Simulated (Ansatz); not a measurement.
Total energies of C$_{6}$H$_{18}$AlP (`[CH3][Al-]([CH3])([CH3])[P+](C)(C)C`).

Cartesian coordinates in Å:
```
C -2.0003 -1.3344 -1.1236
Al -1.4182 0.2652 -0.1011
C -1.8990 0.3278 1.8246
C -1.3800 1.9942 -1.0771
P 1.0159 -0.1902 0.0724
C 1.8718 -0.3410 -1.5243
C 1.9617 1.0853 0.9576
C 1.4363 -1.7302 0.9422
H -1.5344 -1.4016 -2.1132
H -1.7962 -2.2744 -0.5988
H -3.0830 -1.3057 -1.2941
H -1.7029 -0.6165 2.3446
H -1.3740 1.1197 2.3704
H -2.9701 0.5290 1.9446
H -0.8634 2.7859 -0.5230
H -2.3998 2.3564 -1.2531
H -0.9060 1.9184 -2.0622
H 1.7420 0.5846 -2.0877
H 1.4185 -1.1520 -2.0969
H 2.9382 -0.5403 -1.3966
H 1.5657 1.1855 1.9696
H 3.0253 0.8412 1.0078
H 1.8340 2.0420 0.4481
H 2.5162 -1.8867 0.9928
H 1.0288 -1.6911 1.9539
H 0.9731 -2.5710 0.4231
```

Charge 0, multiplicity 1. The structure was optimised at the PBE0-D4/def2-TZVP level. It is one conformer, not always the lowest. Basis def2-TZVPP, the Gaussian-basis code of Ansatz.

RPA on PBE orbitals: Hartree–Fock energy of these orbitals -820.41528 Eh, correlation -2.31064 Eh (frozen core).

```
             functional  energy without D4 (Eh)  D4 term (kJ/mol)
            LDA (SPW92)              -818.78618                 –
                    PBE              -822.76420             -66.4
                 revPBE              -823.21862            -180.8
                 r2SCAN              -823.21686             -19.3
                 B97M-V              -823.28899                 –
                  B3LYP              -823.48099            -104.6
                r2SCANh              -823.20638             -20.4
HSE06 (plane-wave form)              -822.84462             -54.5
                LC-ωPBE              -823.10052                 –
                ωB97X-V              -823.26697                 –
```

Question: Give the same for BLYP, PBE0, r2SCAN0, BHLYP, CAM-B3LYP, ωB97M-V, B2PLYP, PBE-QIDH. (Best estimate.)

Answer: Ansatz gave: 
```csv
functional,energy without D4 (Eh),D4 term (kJ/mol)
BLYP,-823.24966,-138.2
PBE0,-822.87388,-58.0
r2SCAN0,-823.19229,-22.4
BHLYP,-823.25824,-82.0
CAM-B3LYP,-823.28337,-59.7
ωB97M-V,-823.22367,–
B2PLYP,-822.93673,–
PBE-QIDH,-822.67504,–
```

B3LYP takes the VWN-RPA correlation (the form of Gaussian; ORCA's B3LYP/G). HSE06 is the plane-wave form, built on full-range PBE exchange. The double hybrids freeze the cores in their second-order part.

LC-ωPBE has ω = 0.4 bohr⁻¹.
